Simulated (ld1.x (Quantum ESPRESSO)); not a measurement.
Before and after: RRKJ potential for Ni (Z = 28)

| Item | Value |
| --- | --- |
| Element | Ni |
| Generator | ld1.x (Quantum ESPRESSO) 7.5 |
| Type | norm-conserving RRKJ (Kleinman–Bylander form) |
| Functional | PBEsol |
| Relativity | scalar-relativistic |
| Frozen core | [Ar] |
| Valence charge | 10 |
| Reference configuration | 3d8 4s2 4p0 |
| Partial waves | 4s (bound): rc 1.95 bohr; 3d (bound): rc 1.45 bohr; 4p (bound, empty): rc 2.40 bohr |
| Local potential | the p channel |
| Core correction | a·sin(br)/r model core, default radius (core density twice the valence density) |
| rho0 | 0.005 |

Change: wave 4p (bound): rc 2.40 bohr becomes 4p (bound): rc 2.88 bohr.

Cutoffs: the cutoffs (Ry, on a coarse ladder) from which the occupation-weighted sum of valence levels, in a spherical-Bessel basis at the reference potential, stays within 10 and 1 mRy of its value at 400 Ry; they do not see the model core or the augmentation charge, which bear on the density cutoff. Errors are all-electron minus pseudo energies relative to the spin-unpolarised reference configuration.

Q: How do hardness, ghosts and transferability respond?

A: The potential gets neither clearly harder nor softer (90 Ry and 140 Ry → 90 Ry and 140 Ry); both files keep a bound ghost (s); of the 7 tests that both files solve, the error grows in 0 and shrinks in 3 by more than 15 % and 0.3 meV (median size 369.3 → 373.9 meV). That the errors move this way runs against the usual rule that smaller radii transfer better.

| quantity | base | changed |
| --- | --- | --- |
| cutoff, loose | 90 Ry | 90 Ry |
| cutoff, tight | 140 Ry | 140 Ry |
| loose cutoff by channel (10 mRy a level) | s 21 Ry, d 80 Ry | s 10 Ry, d 80 Ry |
| bound ghosts | s | s |
| error for 3d8 4s1 4p0, meV [ΔE 9.34 eV] | -15 | -11 |
| error for 3d8 4s0 4p0, meV [ΔE 26.60 eV] | -42 | -42 |
| error for 3d7 4s0 4p0, meV [ΔE 64.03 eV] | -464 | -478 |
| error for 3d7 4s2 4p0, meV [ΔE 16.15 eV] | -571 | -485 |
| error for 3d7 4s2 4p1, meV [ΔE 10.58 eV] | -528 | -463 |
| error for 3d9 4s0 4p0, meV [ΔE 6.26 eV] | -369 | -374 |
| error for 3d8 4s0 4p2, meV [ΔE 9.54 eV] | -7.0 | -2.3 |

 A true bound ghost makes a file unfit for plane-wave use even where its test errors are small: the radial tests pick states by their node count and pass the ghost by.
